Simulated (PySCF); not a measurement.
SMILES [Al]([S][SiH3])([CH3])[CH3] (CAM-B3LYP/def2-SVP optimised geometry):

```
14

Si    -0.755     1.592     0.000
S     -1.551     0.651    -1.755
Al    -0.800    -1.413    -1.641
C     -1.341    -2.594    -3.091
C      0.329    -1.947    -0.142
H     -1.220     0.922     1.246
H      0.734     1.592     0.000
H     -1.237     2.997     0.000
H     -0.461    -3.032    -3.591
H     -1.931    -3.441    -2.703
H     -1.947    -2.086    -3.856
H      0.651    -2.997    -0.221
H     -0.198    -1.833     0.820
H      1.237    -1.325    -0.075
```

Method: CAM-B3LYP/def2-TZVP (PySCF 2.14.0).

### Question
What are the frontier orbital energies and the dipole moment?

### Answer
HOMO-2 -9.49 eV, HOMO-1 -9.19 eV, HOMO -8.73 eV, LUMO 0.28 eV, LUMO+1 0.75 eV; dipole moment 1.63 D.

On the same geometry PBE/def2-TZVP (PySCF 2.14.0) gives HOMO-2 -6.93 eV, HOMO-1 -6.64 eV, HOMO -6.30 eV, LUMO -1.44 eV, LUMO+1 -0.86 eV; dipole moment 1.59 D.

Meta-Löwdin charges at CAM-B3LYP/def2-TZVP: Si1 0.49, S2 -0.46, Al3 0.81, C4 -0.65, C5 -0.65, H6 -0.11, H7 -0.11, H8 -0.09, H9 0.13, H10 0.13, H11 0.13, H12 0.12, H13 0.13, H14 0.13.
